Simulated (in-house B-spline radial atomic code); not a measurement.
Configurations of La II (La+), with energies counted from [Xe] 5d2. Computed with an all-electron radial atomic-structure program (B-spline basis): scalar-relativistic (X2C) PBE0, spin-polarised, spherical fractional occupations, Fermi nucleus of rms radius 4.855 fm. Shells without spins written out take the highest spin.

Caution: exact exchange at fractional occupations of open shells leaves self-interaction of up to several eV.

Occupations are held fixed; configurations that lie above the ionisation limit could autoionise.

```json
{"configuration": "[Kr] 4d10 5s2 5p(3 up, 2 down) 5d(3 up, 0 down)", "E - E(ref) (eV)": "19.224", "highest orbital": "5d up", "its <r> (bohr)": "2.709"}
{"configuration": "[Kr] 4d10 5s2 5p(3 up, 2 down) 5d(2 up, 0 down) 6s(0 up, 1 down)", "E - E(ref) (eV)": "20.945", "highest orbital": "6s down", "its <r> (bohr)": "4.049"}
{"configuration": "[Kr] 4d10 5s2 5p5 5d2 6p1", "E - E(ref) (eV)": "23.763", "highest orbital": "6p up", "its <r> (bohr)": "4.865"}
{"configuration": "[Kr] 4d10 5s2 5p5 5d2 6d1", "E - E(ref) (eV)": "27.163", "highest orbital": "6d up", "its <r> (bohr)": "7.531"}
{"configuration": "[Kr] 4d10 5s2 5p(2 up, 3 down) 5d(1 up, 1 down) 5f(0 up, 1 down)", "E - E(ref) (eV)": "30.173", "highest orbital": "5f down", "its <r> (bohr)": "8.688"}
{"configuration": "[Kr] 4d9 5s2 5p6 5d2 6d1", "E - E(ref) (eV)": "115.55", "highest orbital": "6d up", "its <r> (bohr)": "7.443"}
{"configuration": "[Kr] 4d9 5s2 5p6 5d2 6f1", "E - E(ref) (eV)": "117.89", "highest orbital": "6f up", "its <r> (bohr)": "14.51"}
```

**Question.** Order these further configurations by energy, lowest first.
A. [Xe] 5d1 6f1
B. [Kr] 4d9 5s2 5p6 5d2 6s1
C. [Xe] 5d(1 up, 1 down)
D. [Kr] 4d9 5s2 5p6 5d2 5f1
E. [Xe] 5d1 5f1

**Answer.** C (0.9271 eV), E (7.441 eV), A (8.5144 eV), B (108.43 eV), D (116.81 eV).

**Question.** How far above the reference does [Xe] 5d1 6d1 lie?

**Answer.** 6.2763 eV; its least bound orbital is 6d up with <r> = 7.747 bohr.

**Question.** How far above the reference does [Xe] 4f(1 up, 0 down) 5d(1 up, 0 down) lie?

**Answer.** 2.8844 eV; its least bound orbital is 4f up with <r> = 1.819 bohr.
